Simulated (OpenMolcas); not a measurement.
Ni6+: effect of the IPEA shift

```
Program             : OpenMolcas 26.06
Basis               : ANO-RCC-VTZP [6s5p3d2f1g]
Scalar Hamiltonian  : DKH2, point nucleus
Active space        : 4 electrons in 10 orbitals (3d 4d)
State averaging     : 2S+1 = 5 even, 5 roots; 2S+1 = 3 even, 45 roots; 2S+1 = 1 even, 44 roots
Spin-orbit coupling : state interaction with AMFI integrals over the reference wave functions, term energies averaged over their components
```

Methods on the same reference wave functions:
A. CASSCF
B. MS-CASPT2, IPEA 0 Eh, imaginary shift 0.1 Eh (closed shells correlated: 3s 3p)
C. MS-CASPT2, IPEA 0.25 Eh, imaginary shift 0.1 Eh (closed shells correlated: 3s 3p)

Energies in cm-1 above 3d4 5D0, the measured ground level; measured values from Corliss and Sugar, J. Phys. Chem. Ref. Data 10, 197 (1981).

```tsv
Level	A	B	C	Measured
3d4 5D0	0.0	0.0	0.0	0.0
3d4 5D1	290	296	295	279
3d4 5D2	843	855	854	804
3d4 5D3	1621	1636	1635	1520
3d4 5D4	2588	2600	2600	2392
3d4 3H4	32947	32060	32310	31672
3d4 3H5	33597	32760	33010	32286
3d4 3H6	34280	33490	33740	32877
3d4 3P0(1)	34491	30340	30720	30077
3d4 3P1(1)	36179	32080	32470	31836
3d4 3F2(1)	38108	34610	35020	34247
3d4 3F3(1)	38167	34710	35110	34317
3d4 3F4(1)	38474	35030	35440	34576
3d4 3P2(1)	38985	34870	35260	34555
3d4 3G3	41786	38650	39000	38160
3d4 3G4	42479	39360	39710	38746
3d4 3G5	42979	39940	40290	39247
3d4 1I6	50132	49130	49320	
3d4 1G4(1)	53019	48570	48850	
3d4 3D3	53833	47390	47860	
3d4 3D2	54033	47630	48090	
3d4 3D1	54313	47880	48340	
3d4 1S0	61336	52160	52690	
3d4 1D2	65372	60760	60950
```

Deviations, from unrounded energies. A percentage is the sum of absolute deviations over the sum of measured energies, with the sign that they share, or ± where signs differ.

| Against measurement | Levels | A | B | C |
| --- | --- | --- | --- | --- |
| mean absolute deviation (cm-1) | 16 | 2500 | 360 | 620 |
| fine structure of the ground term (%) | 4 | +6.9 | +7.8 | +7.8 |
| other terms of the ground configuration (%) | 12 | +9.7 | +1.3 | +2.3 |

B lies closest to measurement on these levels and A furthest from it. The largest miss of B in the table is 3d4 3G5, by +700 cm-1. The ranking rests on the paired levels alone, and a cruder setting can come out closer through cancelling errors.

Between B and C the level of the table that moves most is 3d4 1S0, by 530 cm-1 (lowest in B, highest in C). Moves below CASPT2's spread within the term are not significant.

The mean deviations of B to C differ by less than CASPT2's widest spread within a term (820 cm-1), so their order carries little weight.

From A to B the spin-free energies of the other terms of 3d4 shown, above 5D, scale by factors of 0.84 to 0.98.

The lowest spin-free term lies below A's lowest term by 0.341 hartree in B, 0.336 hartree in C.

CASPT2 does not keep the components of a term degenerate, so their means are used; among the terms shown or strongly mixed into the levels shown the widest spread is 820 cm-1 (3d4 1I, C). Active for correlation alone: 4d; no level in the range computed is led by a configuration that fills it, so any true level of that kind is missing. Without dynamic correlation excited terms often stand tens of per cent too high (terms of higher spin than the ground term too low), and those without a measured partner can miss by more than the paired ones (holds for A). Measured partners are found by configuration, term and J. A level has none where our copy of the source lacks it or the pairing is in doubt (some pairs that miss far off the trend of their configuration count as doubtful), and it then counts in no deviation. Levels of configurations outside the active space are missing. Levels that lie high or do not pair safely by name in every column are left out.

A number in round brackets counts repeated terms of one configuration in the order of the reference energies.
